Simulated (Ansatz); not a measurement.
Ansatz results at the PBE0-D4/def2-TZVP geometry: HOMO energy (PBE/def2-TZVPP) -6.86 eV; ideal-gas entropy at 298 K and 1 bar (rigid rotor, harmonic PBE0-D4/def2-TZVP) 248 J/(mol·K); HOMO–LUMO gap (PBE/def2-TZVPP) 5.56 eV.

Each molecule was computed in one conformer, which needn't be the lowest.

Problem. Which molecule gave them?
A. `C#CC(=C)C`
B. `C=C1N[SiH2]1`
C. `O=CO`
D. `C[CH2][AlH][CH2]N`

Solution. C. The others give `C=C1N[SiH2]1`: -5.05, 292, 3.68; `C#CC(=C)C`: -5.96, 309, 4.27; `C[CH2][AlH][CH2]N`: -5.13, 375, 3.53.
